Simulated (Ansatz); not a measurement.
Relaxation of the cluster Ti3H⁺ with RKS r2SCAN-D4/def2-TZVP.

```sh
$ ansatz run in.yaml --threads 4 --pin off --events-out ev --progress --plain --max-ram 3916MiB
```

```yaml
crystal:
  periodic: [false, false, false]
  atoms:
    - {symbol: Ti, position_ang: [0.004230, -0.327380, -1.442210]}
    - {symbol: Ti, position_ang: [-0.238000, 0.776020, 3.241960]}
    - {symbol: Ti, position_ang: [0.981780, -0.181370, 1.058310]}
    - {symbol: H, position_ang: [-0.748010, -0.267280, -2.858060]}
basis:
  gaussian: {orbitals: def2-TZVP}
total_charge: 1
hamiltonian: {xc: r2scan, dispersion: d4}
scf: {lower_state_search: "off"}
output: {orbitals: {seedname: orbitals}}
relax: {f_tol: 0.02, max_steps: 100}
```

Hardware: 4 threads of Intel Xeon Platinum 8175M on a shared host. Wall time 53 s.

Positions (Å) and forces (eV/Å) at steps 1, 2, 3, 4, 5, 6, 7, 8, 9, 10, 12 of 12:

```xyz
4
step=1 energy=-69342.9892 eV
Ti    0.004   -0.327   -1.442    1.605    0.037    3.509
Ti   -0.238    0.776    3.242    1.018   -0.876   -2.198
Ti    0.982   -0.181    1.058   -1.807    0.711   -0.063
H    -0.748   -0.267   -2.858   -0.817    0.128   -1.249
4
step=2 energy=-69344.2162 eV
Ti    0.067   -0.316   -1.270    0.389    0.364    2.255
Ti   -0.184    0.717    3.064    0.677   -0.721   -2.103
Ti    0.861   -0.144    1.003   -1.116    0.385   -0.207
H    -0.743   -0.256   -2.797    0.051   -0.029    0.056
4
step=3 energy=-69344.9843 eV
Ti    0.062   -0.275   -1.113   -0.383    0.445    1.093
Ti   -0.142    0.662    2.887    0.228   -0.452   -1.683
Ti    0.792   -0.125    0.974   -0.242    0.064   -0.085
H    -0.712   -0.262   -2.747    0.397   -0.057    0.675
4
step=4 energy=-69345.5222 eV
Ti    0.007   -0.221   -0.991   -0.606    0.404    0.509
Ti   -0.133    0.618    2.698    0.007   -0.311   -1.449
Ti    0.790   -0.130    0.950    0.237   -0.065    0.215
H    -0.663   -0.267   -2.657    0.361   -0.027    0.725
4
step=5 energy=-69345.9790 eV
Ti   -0.064   -0.167   -0.900   -0.183    0.249    0.694
Ti   -0.145    0.582    2.507   -0.053   -0.230   -1.195
Ti    0.832   -0.147    0.959    0.072   -0.058   -0.094
H    -0.623   -0.268   -2.566    0.164    0.039    0.595
4
step=6 energy=-69346.2734 eV
Ti   -0.088   -0.131   -0.797    0.057    0.054    0.320
Ti   -0.172    0.553    2.316   -0.580    0.211   -0.144
Ti    0.863   -0.166    0.937    0.563   -0.362   -0.590
H    -0.603   -0.256   -2.456   -0.040    0.096    0.415
4
step=7 energy=-69346.3395 eV
Ti   -0.040   -0.130   -0.708   -0.527   -0.079   -1.441
Ti   -0.277    0.564    2.158    0.436   -0.302   -0.576
Ti    0.952   -0.218    0.870    0.246    0.283    1.857
H    -0.635   -0.216   -2.320   -0.154    0.098    0.160
4
step=8 energy=-69346.4604 eV
Ti    0.035   -0.167   -0.734    0.137   -0.153   -0.463
Ti   -0.312    0.562    2.080   -0.018    0.019    0.054
Ti    0.984   -0.215    0.945   -0.073    0.057    0.129
H    -0.708   -0.180   -2.291   -0.046    0.077    0.280
4
step=9 energy=-69346.4748 eV
Ti    0.129   -0.219   -0.797   -0.192    0.126    0.222
Ti   -0.340    0.575    2.086    0.082   -0.137   -0.495
Ti    0.969   -0.207    0.953    0.118    0.006    0.267
H    -0.757   -0.149   -2.242   -0.007    0.004    0.005
4
step=10 energy=-69346.4977 eV
Ti    0.188   -0.244   -0.797    0.176    0.026    0.476
Ti   -0.392    0.570    1.959    0.055   -0.052   -0.138
Ti    1.001   -0.217    0.967   -0.017    0.006   -0.004
H    -0.797   -0.109   -2.129   -0.214    0.020   -0.334
4
step=12 energy=-69346.5070 eV
Ti    0.185   -0.239   -0.778    0.010   -0.002    0.011
Ti   -0.389    0.568    1.957    0.003   -0.002   -0.001
Ti    1.007   -0.218    0.975   -0.011    0.003   -0.010
H    -0.803   -0.111   -2.154   -0.002    0.001    0.000
```

The restricted singlet is unstable towards broken spin symmetry in Hartree–Fock (as tested in another run); at r2SCAN-D4/def2-TZVP this wasn't settled. The relaxation made no stability test and no search for a lower SCF solution. No other spin state of charge 1 was run. Another isomer (triplet) lies 2.19 eV lower at PBE0-D4/def2-TZVP; other spin states weren't run for this one.
